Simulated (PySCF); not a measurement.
PySCF 2.14 output of an unrestricted wB97M-V calculation on a single atom or ion in x2c-TZVPPall, with scalar relativity by spin-free X2C-1e:

```
SCF conv_tol = 1e-09
number electrons alpha = 5  beta = 2
    N. Mardirossian and M. Head-Gordon.,  J. Chem. Phys. 144, 214110 (2016)
cycle= 1 E= -97.9019351684667  delta_E= -0.00138  |g|= 0.00659  |ddm|= 0.0436
cycle= 2 E= -97.9019517375692  delta_E= -1.66e-05  |g|= 0.00101  |ddm|= 0.00515
cycle= 3 E= -97.9019521397711  delta_E= -4.02e-07  |g|= 7.71e-05  |ddm|= 0.000861
cycle= 4 E= -97.9019521416315  delta_E= -1.86e-09  |g|= 1e-05  |ddm|= 5.25e-05
cycle= 5 E= -97.9019521416511  delta_E= -1.96e-11  |g|= 7.89e-07  |ddm|= 5.58e-06
converged SCF energy = -97.9019521416511  <S^2> = 3.7520291  2S+1 = 4.0010144
```

The run itself started from symmetry-adapted Hartree-Fock orbitals and held the occupation by maximum overlap, on a logarithmic radial grid, so the iterations belong to that start.

Problem. Which element, charge and spin multiplicity is this?

Solution. F²⁺ (fluorine, charge +2), multiplicity 4; the state was [He] 2s2 2p3, high-spin 4S determinant.
